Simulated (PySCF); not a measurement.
## Correlation energy of Be (beryllium, neutral)

[He] 2s1 2p1, high-spin 3P determinant (an excited configuration). Computed with PySCF 2.14 in x2c-TZVPPall with one added diffuse shell of s type (6s3p1d, 20 functions), with the spin-free X2C one-electron Hamiltonian (Gaussian nucleus). Frozen: 1s2; 2 electrons correlated.

With two correlated electrons CCSD is exact within the correlated space (frozen core and kept virtual orbitals).

```json
{"level": "CCSD", "correlation energy (mhartree)": "-4.18"}
```

Diagnostics: T1 = 0.0028, D1 = 0.0046, largest double amplitude 0.043.

Q: Is a single reference adequate?

A: Yes: T1 lies below 0.03 and no double amplitude reaches 0.07.

The basis was made for the ground configuration and has no added diffuse functions, which can raise the energy of the promoted electron.
